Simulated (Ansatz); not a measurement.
Start from `[CH3][Al]([CH3])[SnH3]` and change one atom or group to get `[CH3][AlH][CH3]`.

Ansatz, PBE0-D4/def2-TZVP geometries, multiplicity 1. 

Elements past krypton have def2 core potentials.

| property | `[CH3][Al]([CH3])[SnH3]` |
| --- | --- |
| HOMO energy (PBE0/def2-TZVPP) / eV | -6.97 |
| HOMO–LUMO gap (B3LYP/def2-TZVPP) / eV | 5.07 |
| size of the dipole moment (PBE/def2-TZVPP) / D | 2.08 |
| LUMO energy (PBE0/def2-TZVPP) / eV | -1.53 |
| HOMO–LUMO gap (PBE0/def2-TZVPP) / eV | 5.44 |
| size of the dipole moment (ωB97M-V/def2-TZVPP) / D | 2.12 |

Q: What does the change do to each property? (Estimate.)

A: Computed: 
```tsv
property	`[CH3][AlH][CH3]`	shift
HOMO energy (PBE0/def2-TZVPP) / eV	-7.76	-0.79
HOMO–LUMO gap (B3LYP/def2-TZVPP) / eV	6.47	1.40
size of the dipole moment (PBE/def2-TZVPP) / D	0.71	-1.37
LUMO energy (PBE0/def2-TZVPP) / eV	-0.83	0.70
HOMO–LUMO gap (PBE0/def2-TZVPP) / eV	6.93	1.49
size of the dipole moment (ωB97M-V/def2-TZVPP) / D	0.67	-1.45
```

With PBE0 the HOMO falls by 0.79 eV and the LUMO rises by 0.70 eV, so the gap widens by about 1.49 eV. PBE moves the HOMO by -0.54 eV and ωB97M-V by -1.07 eV. Dipoles are sizes alone; their direction can turn.

B3LYP here is the variant with VWN-RPA as its local correlation; programs differ in this.
